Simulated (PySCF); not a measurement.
C4H13F3Si3, SMILES CC(C)(C)[SiH2][SiH2][Si](F)(F)F, singlet, GFN2-xTB optimised geometry.

```
23

C     -0.12     1.33     3.25
C      1.24     0.63     3.26
C      1.05    -0.83     3.68
C      2.14     1.32     4.28
Si     2.05     0.71     1.52
Si     1.02    -0.71     0.00
Si    -1.26    -0.71     0.00
F     -2.05    -1.43    -1.19
F     -1.95    -1.38     1.28
F     -1.93     0.73     0.00
H     -0.57     1.30     4.24
H     -0.81     0.85     2.56
H     -0.02     2.37     2.96
H      0.36    -1.34     3.01
H      0.64    -0.88     4.69
H      1.99    -1.37     3.67
H      2.31     2.36     4.01
H      3.11     0.83     4.35
H      1.69     1.30     5.27
H      2.05     2.12     1.09
H      3.47     0.34     1.66
H      1.43    -2.12     0.19
H      1.44    -0.41    -1.38
```

Density from B3LYP/def2-SVP in PySCF 2.14.0 at that geometry.

Minimum of the electron density along straight lines between bonded atoms, close to the bond critical point (lines longer than 1.1 times the sum of covalent radii, or with two minima, are not listed):

```json
[
 {"bond": "C1–C2", "length / Å": "1.529", "ρ at the minimum / e bohr⁻³": "0.243", "∇²ρ there / e bohr⁻⁵": "-0.54", "position (fraction from the first atom)": "0.50"},
 {"bond": "C2–C3", "length / Å": "1.529", "ρ at the minimum / e bohr⁻³": "0.243", "∇²ρ there / e bohr⁻⁵": "-0.54", "position (fraction from the first atom)": "0.50"},
 {"bond": "C2–C4", "length / Å": "1.529", "ρ at the minimum / e bohr⁻³": "0.243", "∇²ρ there / e bohr⁻⁵": "-0.54", "position (fraction from the first atom)": "0.50"},
 {"bond": "C2–Si5", "length / Å": "1.925", "ρ at the minimum / e bohr⁻³": "0.112", "∇²ρ there / e bohr⁻⁵": "0.25", "position (fraction from the first atom)": "0.62"},
 {"bond": "Si7–F8", "length / Å": "1.592", "ρ at the minimum / e bohr⁻³": "0.124", "∇²ρ there / e bohr⁻⁵": "1.19", "position (fraction from the first atom)": "0.42"},
 {"bond": "Si7–F9", "length / Å": "1.596", "ρ at the minimum / e bohr⁻³": "0.123", "∇²ρ there / e bohr⁻⁵": "1.16", "position (fraction from the first atom)": "0.42"},
 {"bond": "Si7–F10", "length / Å": "1.595", "ρ at the minimum / e bohr⁻³": "0.123", "∇²ρ there / e bohr⁻⁵": "1.16", "position (fraction from the first atom)": "0.42"},
 {"bond": "C1–H11", "length / Å": "1.090", "ρ at the minimum / e bohr⁻³": "0.276", "∇²ρ there / e bohr⁻⁵": "-1.01", "position (fraction from the first atom)": "0.62"},
 {"bond": "C1–H12", "length / Å": "1.088", "ρ at the minimum / e bohr⁻³": "0.277", "∇²ρ there / e bohr⁻⁵": "-1.01", "position (fraction from the first atom)": "0.62"},
 {"bond": "C1–H13", "length / Å": "1.088", "ρ at the minimum / e bohr⁻³": "0.278", "∇²ρ there / e bohr⁻⁵": "-1.02", "position (fraction from the first atom)": "0.62"},
 {"bond": "C3–H14", "length / Å": "1.089", "ρ at the minimum / e bohr⁻³": "0.276", "∇²ρ there / e bohr⁻⁵": "-1.00", "position (fraction from the first atom)": "0.62"},
 {"bond": "C3–H15", "length / Å": "1.090", "ρ at the minimum / e bohr⁻³": "0.276", "∇²ρ there / e bohr⁻⁵": "-1.01", "position (fraction from the first atom)": "0.62"},
 {"bond": "C3–H16", "length / Å": "1.089", "ρ at the minimum / e bohr⁻³": "0.277", "∇²ρ there / e bohr⁻⁵": "-1.01", "position (fraction from the first atom)": "0.62"},
 {"bond": "C4–H17", "length / Å": "1.088", "ρ at the minimum / e bohr⁻³": "0.277", "∇²ρ there / e bohr⁻⁵": "-1.02", "position (fraction from the first atom)": "0.62"},
 {"bond": "C4–H18", "length / Å": "1.088", "ρ at the minimum / e bohr⁻³": "0.278", "∇²ρ there / e bohr⁻⁵": "-1.02", "position (fraction from the first atom)": "0.62"},
 {"bond": "C4–H19", "length / Å": "1.090", "ρ at the minimum / e bohr⁻³": "0.276", "∇²ρ there / e bohr⁻⁵": "-1.00", "position (fraction from the first atom)": "0.62"},
 {"bond": "Si5–H20", "length / Å": "1.472", "ρ at the minimum / e bohr⁻³": "0.115", "∇²ρ there / e bohr⁻⁵": "0.33", "position (fraction from the first atom)": "0.49"},
 {"bond": "Si5–H21", "length / Å": "1.473", "ρ at the minimum / e bohr⁻³": "0.115", "∇²ρ there / e bohr⁻⁵": "0.33", "position (fraction from the first atom)": "0.49"},
 {"bond": "Si6–H22", "length / Å": "1.475", "ρ at the minimum / e bohr⁻³": "0.114", "∇²ρ there / e bohr⁻⁵": "0.32", "position (fraction from the first atom)": "0.49"},
 {"bond": "Si6–H23", "length / Å": "1.473", "ρ at the minimum / e bohr⁻³": "0.114", "∇²ρ there / e bohr⁻⁵": "0.32", "position (fraction from the first atom)": "0.49"}
]
```
